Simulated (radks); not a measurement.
Ru VI, 39 electrons, occupied as [Kr] 4d3.

Calculated with a radial shooting solver on a logarithmic mesh with Libxc functionals: non-relativistic Kohn-Sham, PBE, spin-polarised, spherical densities, point nucleus; open shells are filled with parallel spins first (spin-orbit coupling, left out, can overturn this in heavy ions); relativity is left out, which matters for an element this heavy.

Energy parts (eV):
part                       energy
total                 -120745.396
kinetic                120694.885
electron-nucleus      -284721.383
Hartree                 46778.459
exchange-correlation    -3497.357

Orbitals (lengths in bohr, moments of r in powers of bohr; r(90%) holds 90 % of the orbital's charge):
orbital  occ.  eigenvalue (eV)      <r>  r(90%)  <1/r>
1s down     1        -21403.34  0.03463  0.0616  43.48
1s up       1        -21403.34  0.03463  0.0616  43.48
2s up       1        -3083.499   0.1509   0.232  9.838
2s down     1        -3082.878   0.1509   0.232  9.839
2p up       3        -2858.134   0.1292   0.210  9.835
2p down     3        -2857.681   0.1291   0.210  9.836
3s up       1        -599.5606   0.4147   0.611  3.451
3s down     1        -599.2678   0.4146   0.610  3.451
3p up       3        -511.2363   0.4081   0.615  3.363
3p down     3        -510.8915   0.4080   0.614  3.363
3d up       5        -348.9404   0.3831   0.609  3.197
3d down     5        -348.3926   0.3830   0.608  3.197
4s up       1        -140.6436    1.021    1.47  1.331
4s down     1        -137.7576    1.019    1.47  1.337
4p up       3        -113.4761    1.090    1.59  1.232
4p down     3        -110.5018    1.088    1.59  1.237
4d up       3         -69.4777    1.300    1.96  1.006
4d down     0         -66.4951    1.306    1.98  1.004

The highest occupied level is 4d up at -69.478 eV. The electron density at the nucleus is 5.957e+04 e/bohr^3. The density falls to 0.001 e/bohr^3 at r = 2.81 bohr. Spin moment in Bohr magnetons: 3. The spin density at the nucleus is -1.548 e/bohr^3 (1s -0.024, 2s -0.567, 3s 0.159, 4s -1.116).
